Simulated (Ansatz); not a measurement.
Mulliken charges of F2H3N2V, SMILES `[NH]=[V]([NH2])([F])[F]` from r2SCAN/def2-TZVPP in Ansatz (PBE0-D4/def2-TZVP geometry).

```csv
atom,x (Å),y (Å),z (Å),charge (e)
N1,-1.198,0.873,0.380,-0.586
V2,0.053,0.358,-0.474,1.266
N3,0.652,-1.063,0.465,-0.483
F4,-0.428,-0.125,-2.078,-0.370
F5,1.289,1.581,-0.591,-0.370
H6,-2.004,1.335,0.780,0.183
H7,0.274,-1.430,1.323,0.191
H8,1.454,-1.586,0.139,0.169
```

Question: By hand: the dipole of these point charges (1 e Å = 4.8032 D).

Answer: Σ q r = (0.067, -0.381, 0.359) e Å, of length 0.528 e Å = 2.54 D.

Question: How does the dipole of the full density compare? (Best estimate.)

Answer: Ansatz gave: (-0.111, -0.337, 0.515) e Å, 3.00 D; the point charges give 0.85 times that, at 22° from its direction.

Point charges leave out the atoms' own dipoles, such as those of lone pairs, and Mulliken's split depends on the basis, so the two needn't agree.
